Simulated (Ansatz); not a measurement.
Consider the ligand exchange at a Ge–C bond: `B[CH]([GeH3])C=N` + `O[SiH](O)O` → `O[SiH](O)[O][GeH3]` + `BCC=N`.

Gas-phase electronic energies from Ansatz, PBE0-D4/def2-TZVP geometries. CBS: MP2 limit from def2 TZ/QZ plus the TZ coupled-cluster correction, frozen cores. For Ge outer-core shells are correlated without core-valence functions, which leaves a few kJ/mol of doubt a bond. Scalar relativity is left out up to krypton. One conformer a species, not always the lowest.

`B[CH]([GeH3])C=N`:

Z-matrix (Å, degrees):
```
Ge
C 1 2.033
B 1 2.552 2 36.8
H 1 1.531 2 107.7 3 -113.9
H 1 1.540 2 110.6 3 5.8
H 1 1.531 2 106.9 3 125.0
C 2 1.484 1 108.1 3 121.3
H 2 1.092 1 104.5 3 -118.2
H 3 1.198 1 105.5 2 -115.8
H 3 1.196 1 106.9 2 115.8
N 7 1.265 2 127.7 1 116.6
H 7 1.095 2 115.1 1 -65.1
H 11 1.022 7 110.9 2 -1.5
```

`O[SiH](O)O`:

Z-matrix (Å, degrees):
```
Si
O 1 1.641
O 1 1.633 2 105.0
O 1 1.630 2 114.4 3 -119.5
H 1 1.476 2 110.6 3 122.9
H 2 0.958 1 117.9 3 -173.6
H 3 0.958 1 116.6 2 25.4
H 4 0.959 1 117.6 2 72.3
```

`O[SiH](O)[O][GeH3]`:

Cartesian coordinates in Å:
```
O 1.060 1.422 -1.000
Si -0.309 1.112 -0.165
O -1.585 1.605 -1.064
O -0.525 -0.466 0.164
Ge 0.526 -1.732 0.843
H 1.035 1.292 -1.950
H -0.172 1.873 1.092
H -2.391 1.095 -0.975
H 1.352 -1.127 1.990
H -0.425 -2.823 1.346
H 1.434 -2.250 -0.282
```

`BCC=N`:

Z-matrix (Å, degrees):
```
C
C 1 1.494
B 1 1.554 2 115.9
H 1 1.110 2 108.0 3 -109.9
H 1 1.094 2 112.1 3 133.9
N 2 1.263 1 127.7 3 -124.5
H 2 1.095 1 115.2 3 53.6
H 3 1.196 1 120.3 2 157.5
H 3 1.197 1 120.2 2 -26.4
H 6 1.023 2 110.8 1 -1.6
```

```
             species  CCSD(T)/CBS(def2) energy (Eh)
  `B[CH]([GeH3])C=N`                    -2236.48359
        `O[SiH](O)O`                     -517.17167
`O[SiH](O)[O][GeH3]`                    -2594.49744
             `BCC=N`                     -159.16580
```

**Question.** Work out ΔE.

**Answer.** ΔE = (-2594.49744) + (-159.16580) − (-2236.48359) − (-517.17167) = -0.00798 Eh = -21.0 kJ/mol.

Largest T1 diagnostic among the species: 0.013.

The D4 term adds +4.6 kJ/mol with B3LYP and +2.3 kJ/mol with PBE0; it sums over pairs of atoms, weighted by their polarisabilities, and B3LYP, whose exchange is more repulsive, gets the larger term. From PBE to PBE0 (25 % exact exchange), in def2-TZVPP and without D4, ΔE moves by −4.9 kJ/mol. In def2-TZVPP, CCSD(T) changes the Hartree–Fock value by +41.7 kJ/mol (the triples alone add +5.9 kJ/mol) and MP2 by +47.2 kJ/mol.

B3LYP here is the variant with VWN-RPA as its local correlation; programs differ in this.
